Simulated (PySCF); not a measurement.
Compound: CF3SO2Cl.
Numbering: `[O:1]=[S:2](=[O:3])([Cl:4])[C:5]([F:6])([F:7])[F:8]`

Computed by this run: PBE0-D3(BJ)/def2-TZVP geometry optimisation, gas phase (PySCF); density fitting, grid level 2; the optimiser is geomeTRIC in internal coordinates, started from a GFN2-xTB structure with every atom displaced at random (about 0.01 Å).

Step 1: E = -36624.5928 eV
```
atom  x, y, z in Å  |  force x, y, z in eV/Å
O1      0.8631   -0.5451    1.5616    0.691  -0.134   0.653
S2      0.9161   -0.2820    0.1762   -1.042   0.431  -0.744
O3      1.3654   -1.2027   -0.8033    0.318   0.024   0.052
Cl4     1.7488    1.5274   -0.1657    0.046  -0.146   0.057
C5     -0.8844    0.0908   -0.1740   -0.018  -0.211  -0.039
F6     -1.4508   -1.0703    0.1131   -0.369  -0.040  -0.119
F7     -1.3164    1.0139    0.6571    0.005   0.119  -0.032
F8     -1.1787    0.4338   -1.4131    0.368  -0.042   0.171
```

Step 2: E = -36624.6740 eV
```
atom  x, y, z in Å  |  force x, y, z in eV/Å
O1      0.9651   -0.5511    1.5731   -0.028   0.005   0.134
S2      0.8942   -0.2862    0.1828    0.224   0.102  -0.058
O3      1.3841   -1.1885   -0.7950   -0.163  -0.022  -0.108
Cl4     1.7311    1.5163   -0.1661   -0.123   0.046  -0.022
C5     -0.9063    0.0827   -0.1677   -0.259  -0.271   0.061
F6     -1.5278   -1.0591    0.0927   -0.020   0.114  -0.033
F7     -1.3391    1.0213    0.6470    0.085   0.010  -0.029
F8     -1.1382    0.4305   -1.4149    0.285   0.017   0.054
```

Question: Estimate the geometry and energy of step 3. (The exact step hangs on the optimiser's Hessian estimate; all steps are aligned on step 2, rigid shifts and turns removed.)

Answer: E = -36624.6960 eV, largest force 0.235 eV/Å
```
atom  x, y, z in Å  |  force x, y, z in eV/Å
O1      0.9981   -0.5555    1.5836    0.005   0.017  -0.072
S2      0.8919   -0.2929    0.1923    0.046  -0.031   0.115
O3      1.3543   -1.1887   -0.8054   -0.014  -0.030  -0.024
Cl4     1.6699    1.5303   -0.1801    0.003   0.037  -0.004
C5     -0.9030    0.0712   -0.1563    0.028  -0.203   0.115
F6     -1.5628   -1.0526    0.0814    0.043   0.208  -0.032
F7     -1.3242    1.0251    0.6459   -0.079  -0.026  -0.003
F8     -1.0611    0.4291   -1.4095   -0.033   0.028  -0.096
```

The energy changes by -0.0220 eV. The first-order estimate −F·Δx gives -0.0415 eV and the mean of the old and new forces, exact on a quadratic surface, -0.0213 eV. The step makes an angle of 56° with the force vector and moves no atom by more than 0.077 Å.

The cost below is that of the whole optimisation. On Arm Neoverse V2, one thread, no GPU, shared host with 32 logical CPUs at a one-minute load of 13, this took 2.9 min wall and 1.2 GiB of memory at its peak.
